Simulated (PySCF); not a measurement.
Compound: FH₆PSi₂.
Atom-mapped SMILES: `[F:1][SiH2:2][PH:3][SiH3:4]` (hydrogens: H5, H6 on Si2; H7 on P3; H8, H9, H10 on Si4)

Method used: PBE0-D3(BJ)/def2-SVP geometry optimisation, gas phase (PySCF).

Task: What internal coordinates does the optimisation give?

Result: 
```
                   bond  length (pm)
                 F1–Si2        163.1
                 Si2–P3        224.1
                 P3–Si4        226.8
         Si2–H5, Si2–H6        148.9
                  P3–H7        142.9
Si4–H8, Si4–H9, Si4–H10        149.2
```

Bonds in one row agree within 1 pm and their mean is given. A selection of angles:
```
     angle  degrees
 F1–Si2–P3    112.6
 F1–Si2–H5    107.8
 P3–Si2–H5    109.4
 P3–Si2–H6    108.4
 H5–Si2–H6    111.3
Si2–P3–Si4     96.7
 Si2–P3–H7     95.1
 Si4–P3–H7     96.0
 P3–Si4–H8    106.9
 P3–Si4–H9    113.3
 H8–Si4–H9    109.9
```

Torsions: F1–Si2–P3–Si4 -35° (synclinal). The mirror-image conformer, all signs reversed, is as good.

Si4 (SiH3 silicon) is distorted tetrahedral (angles from 106.9° to 113.3°). The P–Si distances run from 2.241 Å (Si2–P3, drawn single) to 2.268 Å (P3–Si4, drawn single), a spread of 0.027 Å. P3 (three-coordinate phosphorus) is pyramidal (angles 96.7°, 96.0° and 95.1°, sum 287.8°, 0.96 Å off the plane of its three neighbours). Si2 (fluorine-bound silicon) is tetrahedral (angles from 107.4° to 112.6°).

Point group: C1 (no symmetry element, even within 0.4 Å). No PBE0-D3(BJ)/def2-SVP frequencies stand behind this structure, so it isn't proved a minimum. The numbers are those of one conformer.

On one thread of an x86-64 server (shared host), this took 23 s wall. This is the geometry optimisation.
